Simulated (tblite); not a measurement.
Task: What does the GFN2-xTB structure of `C#C[SiH2][SiH2][SiH2]C1CCC1` look like in three dimensions?

Result: 
```xyz
23
C6H14Si3 angstrom
C      4.507   -1.257    1.450
C      4.217   -0.356    0.709
Si     3.730    1.006   -0.446
Si     1.525    0.699   -1.088
Si    -0.027    0.612    0.630
C     -1.795    0.422   -0.044
C     -2.937    0.197    0.968
C     -3.428   -0.994    0.135
C     -2.146   -0.924   -0.707
H      4.771   -2.041    2.102
H      4.730    0.977   -1.524
H      3.944    2.255    0.301
H      1.179    1.778   -2.032
H      1.433   -0.511   -1.925
H     -0.019    1.815    1.477
H      0.208   -0.524    1.534
H     -2.036    1.251   -0.713
H     -2.582   -0.092    1.956
H     -3.639    1.022    1.081
H     -4.325   -0.769   -0.439
H     -3.586   -1.921    0.682
H     -2.286   -0.901   -1.787
H     -1.441   -1.720   -0.468
```

Orientation and origin are arbitrary. Atoms count from 1 in this order. Si4 (SiH2 silicon) is distorted tetrahedral (angles from 102.8° to 115.9°). Si3 (SiH2 silicon) is distorted tetrahedral (angles from 105.3° to 116.2°). The C–C distances run from 1.203 Å (C1≡C2, drawn triple) to 1.543 Å (C6–C7, drawn single), a spread of 0.340 Å. The C–Si distances run from 1.851 Å (C2–Si3, drawn single) to 1.901 Å (Si5–C6, drawn single), a spread of 0.050 Å.

Bonds between heavy atoms (Å): C1≡C2 1.203, C2–Si3 1.851, Si3–Si4 2.317, Si4–Si5 2.317, Si5–C6 1.901, C6–C7 1.543, C7–C8 1.534, C8–C9 1.535, C6–C9 1.542.

Structure optimised with GFN2-xTB, isolated species.

Point group: C1 (no symmetry element, even within 0.4 Å). Its lowest GFN2-xTB frequency is 6i cm⁻¹, too small to tell a flat minimum from a shallow saddle. One conformer, not necessarily the lowest (C2–Si3–Si4–Si5 58°, Si3–Si4–Si5–C6 178°, Si4–Si5–C6–C7 174°, Si5–C6–C7–C8 -130°, C6–C7–C8–C9 10°, C7–C8–C9–C6 -10°, Si5–C6–C9–C8 131°). 3 starts were optimised and ended at 0.00, 0.27 and 0.63 kcal/mol (GFN2-xTB); the lowest of these is shown.

Time: 1.8 s of wall time. Hardware: one thread of an Arm Neoverse N1, shared host with 64 logical CPUs at a one-minute load of 61. That covers the optimisation of the geometry.

The numbers are calculated, not measured.
